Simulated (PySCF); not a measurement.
C₆ coefficients of unlike pairs at PBE0

Calculated with PySCF 2.14 from the dipole response of each species, C₆(A,B) = (3/π) ∫ α_A(iu) α_B(iu) du, in atomic units, from isotropic polarisabilities. For ions this is the dispersion term alone; charge-induced terms of lower order in 1/R come first.

```
species           configuration                                                                                              basis      relativity  α (bohr³)  C₆ (like pair)
     Se  [Ar] 3d10 4s2 4p4 (3P)                          x2c-TZVPPall with one added diffuse shell each of s, p, d type (7s6p5d1f)   spin-free X2C      26.28           218.4
   Xe²⁺  [Kr] 4d10 5s2 5p4 (3P)  aug-cc-pVQZ-PP with one added diffuse shell each of s, p, d, f, g type with ECP28MDF (8s8p6d4f3g)  core potential      12.76           89.64
    Si⁺       [Ne] 3s2 3p1 (2P)                                                                         aug-cc-pCVTZ-DK (8s7p5d3f)   spin-free X2C      19.04           100.7
    W³⁺      [Xe] 4f14 5d3 (4F)                               def2-QZVPPD with the def2 core potential (60 electrons) (7s6p4d3f2g)  core potential      7.440           36.90
```

Estimate C₆ for W³⁺ with Se.

The integral gives 83.52. The combination rule 2 C_A C_B / (C_A α_B/α_A + C_B α_A/α_B) gives 83.88 and the geometric mean 89.77.

No spin-orbit coupling is included.

The other pairs:

```tsv
pair	C₆
Xe²⁺, Se	135.5
Si⁺, Xe²⁺	89.80
W³⁺, Xe²⁺	56.95
W³⁺, Si⁺	54.86
Si⁺, Se	147.7
```
